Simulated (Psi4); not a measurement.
C₂H₃O, doublet, geometry from GFN2-xTB; R2SCAN/3-21G run with Psi4.

Input for Psi4:
```
memory 2 GB

molecule mol {
0 2
C     0.010874    0.762321   -0.354517
O     0.036043    0.063011    0.803685
C     0.046790   -0.682894   -0.413052
H    -0.767466    1.463947   -0.590359
H    -0.849816   -1.267184   -0.594419
H     0.982954   -1.177411   -0.639284
}

set {
  basis 3-21g
  reference uks
  scf_type disk_df
}

energy('r2scan')
print_variables()
```

**Question.** Write the output that Psi4 gives for this input, abridged.

**Answer.** 
```
   => Loading Basis Set <=

    Name: 3-21G
    Role: ORBITAL
    Keyword: BASIS

         ---------------------------------------------------------
                                   SCF
               by Justin Turney, Rob Parrish, Andy Simmonett
                          and Daniel G. A. Smith
                              UKS Reference
         ---------------------------------------------------------

  ==> Geometry <==

    Molecular point group: c1
    Full point group: C1

    Geometry (in Angstrom), charge = 0, multiplicity = 2:

       Center              X                  Y                   Z               Mass
    ------------   -----------------  -----------------  -----------------  -----------------
         C           -0.003751862910     0.739710717065    -0.396492295310    12.000000000000
         O            0.021417137090     0.040400717065     0.761709704690    15.994914619570
         C            0.032164137090    -0.705504282935    -0.455027295310    12.000000000000
         H           -0.782091862910     1.441336717065    -0.632334295310     1.007825032230
         H           -0.864441862910    -1.289794282935    -0.636394295310     1.007825032230
         H            0.968328137090    -1.200021282935    -0.681259295310     1.007825032230

  Running in c1 symmetry.

  Rotational constants: A =      1.02190  B =      0.81368  C =      0.51257 [cm^-1]
  Rotational constants: A =  30635.71630  B =  24393.45643  C =  15366.45493 [MHz]
  Nuclear repulsion =   69.429085278318382

  Charge       = 0
  Multiplicity = 2
  Electrons    = 23
  Nalpha       = 12
  Nbeta        = 11

  ==> Algorithm <==

  SCF Algorithm Type is DISK_DF.
  DIIS enabled.
  MOM disabled.
  Fractional occupation disabled.
  Guess Type is SAD.
  Energy threshold   = 1.00e-06
  Density threshold  = 1.00e-06
  Integral threshold = 1.00e-12

  ==> Primary Basis <==

  Basis Set: 3-21G
    Blend: 3-21G
    Number of shells: 21
    Number of basis functions: 33
    Number of Cartesian functions: 33
    Spherical Harmonics?: false
    Max angular momentum: 1

  ==> DFT Potential <==

   => LibXC <=

    Version 7.1.2
    S. Lehtola, C. Steigemann, M. J. T. Oliveira, and M. A. L. Marques,  SoftwareX 7, 1–5 (2018) (10.1016/j.softx.2017.11.002)

   => Composite Functional: R2SCAN <=

    r2SCAN Meta-GGA XC Functional  (0.1021/acs.jpclett.0c02405)
    J. W. Furness, A. D. Kaplan, J. Ning, J. P. Perdew, J. Sun  J. Phys. Chem. Lett.  11, 8208–8215, 2020

[...]
      Ntotal   =   22.9999932800 ; deviation = -6.720e-06

   @Spin Contamination Metric:   2.790388521E-03
   @S^2 Expected:                7.500000000E-01
   @S^2 Observed:                7.527903885E-01
   @S   Expected:                5.000000000E-01
   @S   Observed:                5.000000000E-01

    Orbital Energies [Eh]
    ---------------------

    Alpha Occupied:

[...]
    Alpha Virtual:

[...]
    Beta Occupied:

[...]
    Beta Virtual:

[...]
      33A      3.004557

    Final Occupation by Irrep:
              A
    DOCC [    11 ]
    SOCC [     1 ]
    NA   [    12 ]
    NB   [    11 ]

  @DF-UKS Final Energy:  -152.15892267473222

   => Energetics <=

    Nuclear Repulsion Energy =             69.4290852783183823
    One-Electron Energy =                -343.1772138122838101
    Two-Electron Energy =                 141.9672920348671141
    DFT Exchange-Correlation Energy =     -20.3780861756339071
    Empirical Dispersion Energy =           0.0000000000000000
    VV10 Nonlocal Energy =                  0.0000000000000000
    Total Energy =                       -152.1589226747322243

  UHF NO Occupations:
  HONO-2 :   10  A 1.9995054
  HONO-1 :   11  A 1.9994114
  HONO-0 :   12  A 1.0000000
  LUNO+0 :   13  A 0.0005886
  LUNO+1 :   14  A 0.0004946
  LUNO+2 :   15  A 0.0001888
  LUNO+3 :   16  A 0.0000798

Computation Completed

Properties will be evaluated at   0.000000,   0.000000,   0.000000 [a0]

Properties computed using the SCF density matrix

 Multipole Moments:

 ------------------------------------------------------------------------------------
     Multipole            Electronic (a.u.)      Nuclear  (a.u.)        Total (a.u.)
 ------------------------------------------------------------------------------------

 L = 1.  Multiply by 2.5417464519 to convert [e a0] to [Debye]
 Dipole X            :          0.3444670           -0.6356941           -0.2912272
 Dipole Y            :          0.7627252           -0.9827228           -0.2199976
 Dipole Z            :          1.2295177           -1.8243941           -0.5948765
 Magnitude           :                                                    0.6979185

 ------------------------------------------------------------------------------------

  Variable Map:
  ----------------------------------------------------------------------------
[...]
  Array Variable Map:
  ----------------------------------------------------------------------------
[...]
[...]
```
